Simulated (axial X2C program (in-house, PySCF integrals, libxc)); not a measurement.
## Which functional? An output for ZrP⁻

An SCF output computed with an axial X2C code built on PySCF integrals for ZrP⁻ at 2.197 Å, two-component, state Ω = 0, Zr dyall-acv3z [12s13p10d6f3g], P dyall-av3z [9s8p3d2f] (cores contracted in-house), without its first line:

```
basis functions 232  fitting functions 1092  grid points 5079
iter        total energy     max residual
   1      -3936.346237610     4.00e-01
   2      -3936.369193444     1.83e-02
   3      -3936.373115257     1.01e-01
   4      -3936.375507576     4.91e-03
   5      -3936.375682623     2.39e-03
   6      -3936.375740867     1.52e-03
   7      -3936.375744508     1.57e-04
   8      -3936.375745218     1.17e-04
   9      -3936.375745363     6.30e-05
  10      -3936.375745380     1.11e-05
  11      -3936.375745388     2.13e-05
  12      -3936.375745391     1.21e-05
  13      -3936.375745392     1.55e-06
converged
one-electron -5732.33047072  Coulomb 1788.82189246  exact exchange -135.74005401  xc functional 0.00000000  nuclear repulsion 144.51812770  atomic mean-field constant -1.64524082
```

**Question.** Which level of theory produced it?
A. HF
B. PBEsol
C. PBE0

**Answer.** A. The exact-exchange term against the functional term shows a share of 1 of exact exchange.
